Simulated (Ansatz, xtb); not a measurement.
## Ligand exchange: NaBr + CH4 → CH3Na + HBr

Species: NaBr, singlet; CH4 (methane) `C`, singlet; CH3Na `[CH3][Na]`, singlet; HBr (hydrogen bromide), singlet. The partners trade Br for CH3: Na–Br and H–CH3 bonds give way to Na–CH3 and H–Br.

Shapes, held fixed at every level: PBE0-D4/def2-TZVP. Programs: Ansatz 0.2.0, xtb 6.7.1. The zero-point and thermal change to 298 K, harmonic and unscaled (PBE0-D4/def2-TZVP), is -16.1 kJ/mol.

Q: Estimate ΔH(298 K) of this reaction.

A: The highest level, CCSD(T)/def2-TZVPP, gives ΔH(298 K) = +285.7 kJ/mol; the levels span +184.0 to +307.7. GFN0-xTB strays far from the other rows. The column of differences is taken from that level and isn't an error. No measured value is set beside it here. Relativity is left out for Br. Outer-core shells of Br, Na are correlated, in sets that cover them unevenly. Times are processor times on shared x86 and Arm servers, and rough.

```tsv
level	kind	ΔH(298 K) (kJ/mol)	less CCSD(T)/def2-TZVPP	CPU time (sum over the molecules)
GFN0-xTB	semi-empirical	+184.0	-101.7	0.22 s
SPW92/def2-TZVPP	LDA	+264.0	-21.7	3.1 s
PBE-D4/def2-TZVPP	GGA	+267.4	-18.3	5.1 s
BHLYP-D4/def2-TZVPP	global hybrid	+305.4	+19.7	5 s
wB97X-V/def2-TZVPP	range-separated hybrid	+297.5	+11.8	13 s
MP2/def2-SVP	perturbation theory	+307.7	+22.0	–
CCSD/def2-TZVPP	coupled cluster or CI	+291.9	+6.2	–
CCSD(T)/def2-TZVPP	coupled cluster or CI	+285.7	0.0	14 s
```
